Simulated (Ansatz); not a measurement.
System: SiCl (charge 0, doublet). 
Structure (B3LYP-D3(BJ)/def2-TZVP (Ansatz, a quantum-chemistry and plane-wave program) minimum search):
SMILES: [Si]Cl
```xyz
2

Si     0.0000     0.0000    -1.1428
Cl     0.0000     0.0000     0.9411
```
Charge 0, spin multiplicity 2.

Basis-set convergence of Hartree-Fock and MP2 correlation energies (hartree) with Ansatz. Valence correlation only, unless marked. UHF or UKS for open shells. Spin-orbit coupling is left out. Non-relativistic.

| basis | functions | E(HF) | E(corr, MP2) |
|---|---|---|---|
| def2-SVP | 36 | -748.17950 | -0.18986 |
| def2-TZVPP | 84 | -748.44049 | -0.26196 |
| def2-QZVPP | 140 | -748.46168 | -0.28806 |

Extrapolating the two largest sets (X = 3 and 4) as X^-3: E(corr) = (64·(-0.28806) - 27·(-0.26196))/37 = -0.3071 Eh, an estimate of the basis-set limit. The largest set recovers 93.8 % of it, the smallest 61.8 %.
